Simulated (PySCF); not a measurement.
**Two-component Hartree-Fock for Au (gold, neutral)**

Start: [Xe] 4f14 5d10 6s1; 6s1/2 filled at m_j = +1/2. Calculated with PySCF 2.14 in x2c-TZVPPall-2c (11s11p10d3f1g, 124 functions): generalised Hartree-Fock with the X2C-1e Hamiltonian and a Gaussian nucleus; one run each with spin-orbit coupling (SO) switched off, then screened by Boettger's factors.

```
spinor shell  electrons  ε, spin-free (eV)  ε, screened SO (eV)  weight of nominal j (screened SO)  rms radius, screened SO (bohr)
       1s1/2          2           -81177.3             -81146.3                              1.000                          0.0190
       2s1/2          2           -14475.7             -14466.0                              1.000                          0.0768
       2p1/2          2           -12526.5             -13848.5                              1.000                          0.0651
       2p3/2          4           -12526.5             -12007.4                              1.000                          0.0731
       3s1/2          2            -3485.7              -3482.6                              1.000                           0.196
       3p1/2          2            -2911.3              -3205.9                              1.000                           0.188
       3p3/2          4            -2911.3              -2793.5                              1.000                           0.204
       3d3/2          4            -2287.9              -2339.5                              1.000                           0.179
       3d5/2          6            -2287.9              -2251.3                              1.000                           0.183
       4s1/2          2            -793.35              -792.49                              1.000                           0.432
       4p1/2          2            -601.77              -673.35                              1.000                           0.437
       4p3/2          4            -601.77              -573.07                              1.000                           0.471
       4d3/2          4            -366.62              -377.89                              1.000                           0.485
       4d5/2          6            -366.62              -358.61                              1.000                           0.496
       5s1/2          2            -127.49              -127.42                              1.000                           1.000
       4f5/2          6            -103.64              -105.55                              1.000                           0.543
       5p1/2          2            -74.447              -86.805                              1.000                            1.09
       5p3/2          4            -74.447              -69.611                              1.000                            1.19
       5d3/2          4            -12.393              -13.539                              0.997                            1.68
       5d5/2          6            -12.393              -11.684                              0.998                            1.78
       6s1/2          1             -7.977               -8.009                              1.000                            3.30
```

Problem. Where does 4f7/2 lie, and what is the 4f spin-orbit splitting (screened SO)?

Solution. At -101.68 eV, 3.869 eV above 4f5/2.

```
   quantity     spin-free   screened SO
E (hartree)  -18997.39424  -19026.83335
        M_J           1/2           1/2
       ⟨J²⟩         0.753         0.753
       ⟨L²⟩         0.000         0.182
       ⟨S²⟩         0.753         0.936
```

Breit and QED terms are absent; they matter most for the inner s and p1/2 levels.

Densities and radii are taken from the X2C orbitals without a picture-change correction, which distorts them close to the nucleus.

Without spin-orbit coupling the j labels of p, d and f shells carry no meaning; the spin-free column gives the mean over the occupied spinors of each nl shell.
